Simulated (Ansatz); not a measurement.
`[Cu][S]c1ccc(C#Cc2ccc(C#Cc3ccccc3)cc2)cc1`, relaxed as a singlet with RKS PBE-D4/def2-SVP in Ansatz, starting from the GFN2-xTB geometry. Force threshold 0.03 eV/Å.

Single mean-field runs in def2-SVP are fitted with def2-universal-jkfit. The restricted singlet is unstable towards broken spin symmetry in Hartree–Fock (as tested in another run); at PBE-D4/def2-SVP this wasn't settled.

Start:

```xyz
37

Cu    9.695   -0.610    2.766
S     8.653   -2.208    3.749
C     7.029   -1.852    3.093
C     6.601   -2.466    1.921
C     5.344   -2.207    1.421
C     4.485   -1.334    2.094
C     3.219   -1.027    1.558
C     2.149   -0.735    1.079
C     0.912   -0.378    0.509
C     0.077    0.540    1.155
C    -1.129    0.895    0.593
C    -1.528    0.344   -0.628
C    -2.769    0.696   -1.195
C    -3.837    0.992   -1.677
C    -5.082    1.339   -2.239
C    -5.486    0.781   -3.454
C    -6.705    1.128   -4.002
C    -7.534    2.027   -3.348
C    -7.140    2.581   -2.140
C    -5.922    2.243   -1.585
C    -0.688   -0.566   -1.278
C     0.517   -0.922   -0.717
C     4.905   -0.752    3.293
C     6.165   -1.014    3.788
H     7.270   -3.140    1.407
H     5.013   -2.676    0.506
H     0.388    0.966    2.098
H    -1.776    1.603    1.090
H    -4.834    0.083   -3.958
H    -7.013    0.695   -4.943
H    -8.487    2.294   -3.779
H    -7.786    3.282   -1.631
H    -5.608    2.672   -0.644
H    -0.996   -0.986   -2.225
H     1.168   -1.625   -1.218
H     4.235   -0.094    3.826
H     6.495   -0.569    4.715
```

```tsv
step	energy (eV)	largest force component (eV/Å)	SCF passes
1	-78433.5883	1.830	40
2	-78433.9379	0.440	22
3	-78433.9672	0.124	22
4	-78433.9677	0.083	22
5	-78433.9686	0.067	21
6	-78433.9694	0.043	22
7	-78433.9699	0.012	21
8	-78433.9702	0.013	21
9	-78433.9703	0.012	21
10	-78433.9705	0.013	21
11	-78433.9710	0.065	22
12	-78433.9718	0.108	21
13	-78433.9718	0.309	23
14	-78433.9768	0.179	21
15	-78433.9846	0.087	22
16	-78433.9904	0.157	23
17	-78433.9958	0.163	23
18	-78433.9999	0.112	23
19	-78434.0034	0.062	23
20	-78434.0052	0.104	22
21	-78434.0061	0.081	22
22	-78434.0069	0.020	21
```

Force components are those of the run's own axes.

End:

| atom | x (Å) | y (Å) | z (Å) |
| --- | --- | --- | --- |
| Cu1 | 9.4783 | -0.6001 | 4.4360 |
| S2 | 8.7971 | -2.4392 | 3.6125 |
| C3 | 7.2060 | -1.9460 | 3.0065 |
| C4 | 6.6807 | -2.6161 | 1.8748 |
| C5 | 5.4150 | -2.3028 | 1.3790 |
| C6 | 4.6183 | -1.2963 | 1.9864 |
| C7 | 3.3396 | -0.9632 | 1.4687 |
| C8 | 2.2291 | -0.6768 | 1.0118 |
| C9 | 0.9584 | -0.3457 | 0.4743 |
| C10 | 0.1041 | 0.5828 | 1.1300 |
| C11 | -1.1385 | 0.9129 | 0.5949 |
| C12 | -1.5857 | 0.3335 | -0.6235 |
| C13 | -2.8471 | 0.6787 | -1.1769 |
| C14 | -3.9361 | 0.9860 | -1.6678 |
| C15 | -5.1895 | 1.3423 | -2.2391 |
| C16 | -5.5947 | 0.8031 | -3.4888 |
| C17 | -6.8255 | 1.1603 | -4.0493 |
| C18 | -7.6775 | 2.0561 | -3.3814 |
| C19 | -7.2888 | 2.5950 | -2.1432 |
| C20 | -6.0597 | 2.2458 | -1.5737 |
| C21 | -0.7330 | -0.5962 | -1.2784 |
| C22 | 0.5085 | -0.9280 | -0.7426 |
| C23 | 5.1463 | -0.6284 | 3.1246 |
| C24 | 6.4052 | -0.9545 | 3.6248 |
| H25 | 7.2882 | -3.3882 | 1.3796 |
| H26 | 5.0250 | -2.8315 | 0.4970 |
| H27 | 0.4383 | 1.0396 | 2.0727 |
| H28 | -1.7894 | 1.6321 | 1.1130 |
| H29 | -4.9251 | 0.1028 | -4.0090 |
| H30 | -7.1249 | 0.7350 | -5.0195 |
| H31 | -8.6448 | 2.3345 | -3.8262 |
| H32 | -7.9522 | 3.2973 | -1.6157 |
| H33 | -5.7523 | 2.6658 | -0.6050 |
| H34 | -1.0676 | -1.0531 | -2.2210 |
| H35 | 1.1591 | -1.6477 | -1.2602 |
| H36 | 4.5451 | 0.1527 | 3.6124 |
| H37 | 6.7903 | -0.4426 | 4.5221 |

By distances, no bond broke or formed. The bond that changes most is C3–C24, from 1.39 to 1.42 Å (atoms count from 1).

The force fell under the threshold at step 7, but the optimiser went on and released 0.037 eV more. No frequencies were taken in this run, so the end may be a saddle point.

Hardware: 2 threads of AMD EPYC 7R13 on a shared host and a share (18 GiB) of an NVIDIA H100 80GB HBM3. Wall time 54 s, peak host memory 0.89 GiB.
